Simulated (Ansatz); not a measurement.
C$_{2}$H$_{9}$InS (`[CH3][InH-]([CH3])[SH2+]`), 13 atoms. Charge 0, multiplicity 1. Correlated methods include outer-core shells of In, which these sets cover unevenly. In takes the def2 core potential. All runs use 4 threads of a server CPU on a shared host. Correlated methods freeze the cores.

**Question.** How many basis functions does each run have, and how long does it take in Ansatz? RHF-CCSD(T)/def2-TZVPP energy; RKS r2SCAN0-D4/def2-TZVPP energy; RKS PBE0-D4/def2-TZVP relaxation (40 steps); RKS PBE0-D4/def2-TZVP frequencies; RKS PBE0-D4/def2-QZVPP energy; RKS PBE0-D4/def2-SVP energy; RKS ωB97M-V/def2-SVP energy; RKS HSE06-D4/def2-TZVPP energy; RKS ωB97M-V/def2-TZVPP energy and forces; direct RPA on PBE orbitals/def2-TZVPP energy; RHF-MP2/def2-QZVPP energy; RKS ωB97M-V/def2-QZVPP energy. (Estimate.)

**Answer.** Computed: Other jobs shared the machine, so times are rough.

| level | job | functions | wall time | peak host memory (GiB) |
| --- | --- | --- | --- | --- |
| RKS PBE0-D4/def2-SVP | energy | 117 | 1.4 s | 0.29 |
| RKS HSE06-D4/def2-TZVPP | energy | 280 | 4.7 s | 0.84 |
| RKS ωB97M-V/def2-SVP | energy | 117 | 6 s | 0.41 |
| RKS r2SCAN0-D4/def2-TZVPP | energy | 280 | 7 s | 0.83 |
| direct RPA on PBE orbitals/def2-TZVPP | energy | 280 | 9 s | 0.79 |
| RKS PBE0-D4/def2-QZVPP | energy | 536 | 12 s | 2.1 |
| RKS ωB97M-V/def2-TZVPP | energy and forces | 280 | 17 s | 1.1 |
| RKS ωB97M-V/def2-QZVPP | energy | 536 | 28 s | 2.6 |
| RHF-MP2/def2-QZVPP | energy | 536 | 31 s | 3.6 |
| RKS PBE0-D4/def2-TZVP | relaxation (40 steps) | 203 | 2.7 min | 0.61 |
| RKS PBE0-D4/def2-TZVP | frequencies | 203 | 3.7 min | 0.64 |
| RHF-CCSD(T)/def2-TZVPP | energy | 280 | 5.9 min | 8.4 |

HSE06 is defined as in plane-wave codes.
